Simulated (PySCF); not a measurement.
**How methods differ on the excitation energy of Tb**

Tb [Xe] 4f9 6s2 (high-spin determinant) → Tb [Xe] 4f9 6s1 6p1 (high-spin determinant), as a difference of total energies. Calculation: PySCF 2.14, in cc-pVDZ-X2C (8s7p5d3f1g, 84 functions); the spin-free X2C one-electron Hamiltonian (Gaussian nucleus). Correlated levels: valence: [Kr] 4d10 frozen; valence and next inner shell: [Ar] 3d10 frozen. The calculations carry no spin-orbit coupling.

```
                                method  excitation energy (eV)
                                   UHF                   1.046
                                   LDA                   2.104
                                   PBE                   1.913
                                  PBE0                   1.778
                                r2SCAN                   1.589
                                  BP86                   1.968
                                B2PLYP                   2.063
                               r2SCAN0                   1.605
                         MP2 (valence)                   1.936
                     SCS-MP2 (valence)                   1.992
    MP2 (valence and next inner shell)                   1.956
SCS-MP2 (valence and next inner shell)                   1.996
```

How much does correlation contribute at MP2 (valence and next inner shell)?

1.956 − (1.046) = 0.910 eV, measured against UHF.

A first-order spin-orbit estimate (lowest level to lowest level, LS coupling) adds 0.062 eV.

The basis was made for the ground configuration and has no added diffuse functions, so the excitation energy can come out too high.

The determinant of the upper state and of the lower state mixes LS terms, which raises its energy above the lowest term, most at the Hartree-Fock and MP2 levels.
